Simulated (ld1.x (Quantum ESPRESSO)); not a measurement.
**holmium (Ho), PAW: configuration errors across variants**

* Element: holmium
* Generator: ld1.x (Quantum ESPRESSO) 7.5
* Type: PAW
* Functional: PBE
* Relativity: scalar-relativistic
* Frozen core: [Kr] 4d10
* Valence charge: 21
* Reference configuration: 4f11 5s2 5p6 5d0.5 6s1.5 6p0
* Partial waves: 5s (bound): rcut 1.65, rcutus 1.75 bohr; 6s (bound): rcut 1.65, rcutus 1.75 bohr; 5p (bound): rcut 2.00, rcutus 2.20 bohr; 6p (bound, empty): rcut 2.00, rcutus 2.20 bohr; 5d (bound): rcut 3.35, rcutus 3.55 bohr; 5d channel at 1.1 Ry: rcut 3.35, rcutus 3.55 bohr; 4f (bound): rcut 0.95, rcutus 1.20 bohr; 4f channel at 1.85 Ry: rcut 0.95, rcutus 1.20 bohr
* Local potential: all-electron potential smoothed inside 1.55 bohr (lloc = -1)
* Core correction: Bessel-smoothed model core inside 0.55 bohr
* Augmentation charge: PSQ, inside the norm-conserving radii

All-electron excitation energies from the reference (eV): (1) 4f11 5s2 5p6 5d0 6s2 6p0 -1.385; (2) 4f11 5s2 5p6 5d0 6s1 6p0 4.923; (3) 4f11 5s2 5p6 5d0 6s0 6p0 16.734; (4) 4f11 5s2 5p6 5d0 6s1.5 6p0 1.123; (5) 4f9 5s2 5p6 5d0 6s0 6p0 87.900; (6) 4f11 5s2 5p6 5d1 6s1 6p0 1.403; (7) 4f11 5s2 5p6 5d0 6s1 6p1 1.347.

The overlap operator is not positive definite (basis up to 400 Ry) in “base”, “augmentation PSQ, radius 1.00 bohr”, “core correction Bessel-smoothed model core inside 1.18 bohr”, “waves 4f (bound): rcut 0.95, rcutus 1.14 bohr; 4f channel at 1.85 Ry: rcut 0.95, rcutus 1.14 bohr”, “local potential all-electron potential smoothed inside 2.22 bohr (lloc = -1)”, “wave 4f channel at 1.85 Ry: rcut 0.95, rcutus 1.20 bohr becomes 4f channel at 1.4 Ry: rcut 0.95, rcutus 1.20 bohr”, “waves 5s (bound): rcut 1.65, rcutus 2.62 bohr; 6s (bound): rcut 1.65, rcutus 2.62 bohr”, “waves 5p (bound): rcut 2.00, rcutus 2.24 bohr; 6p (bound): rcut 2.00, rcutus 2.24 bohr”. Such files are unfit for use, however small their errors in these radial tests.

1 further variants failed, have other tests or too few solved ones, and are left out.

Errors AE − PS in meV (a dash: test not solved or not reliable):

```csv
change,(1),(2),(3),(4),(5),(6),(7),bound ghosts
base,+2.8,-1.1,-7.7,+1.2,+350,+0.4,+0.6,not determined (overlap not positive)
"augmentation PSQ, radius 1.00 bohr",+1.9,-0.8,-6.2,+0.9,-74,-0.8,+0.4,not determined (overlap not positive)
core correction Bessel-smoothed model core inside 1.18 bohr,+2.7,-1.1,-7.7,+1.2,+319,+0.4,+0.7,not determined (overlap not positive)
"waves 4f (bound): rcut 0.95, rcutus 1.14 bohr; 4f channel at 1.85 Ry: rcut 0.95, rcutus 1.14 bohr",+3.4,-0.6,-7.2,+1.8,+297,+0.9,+1.3,not determined (overlap not positive)
local potential all-electron potential smoothed inside 2.22 bohr (lloc = -1),-2.4,-7.5,-14,-4.7,-1406,-3.3,+3.8,not determined (overlap not positive)
"wave 4f channel at 1.85 Ry: rcut 0.95, rcutus 1.20 bohr becomes 4f channel at 1.4 Ry: rcut 0.95, rcutus 1.20 bohr",+2.9,-1.0,-7.7,+1.3,+306,+0.6,+0.7,not determined (overlap not positive)
"waves 5s (bound): rcut 1.65, rcutus 2.62 bohr; 6s (bound): rcut 1.65, rcutus 2.62 bohr",–,–,–,–,–,–,–,not determined (overlap not positive)
"waves 5p (bound): rcut 2.00, rcutus 2.24 bohr; 6p (bound): rcut 2.00, rcutus 2.24 bohr",+2.8,-1.1,-7.7,+1.2,+350,+0.4,+0.6,not determined (overlap not positive)
```

Problem. Give the same row for: local potential all-electron potential smoothed inside 1.30 bohr (lloc = -2).

Solution. +2.6, -1.5, -8.4, +0.9, +192, +0.3, +0.5; bound ghosts: none.
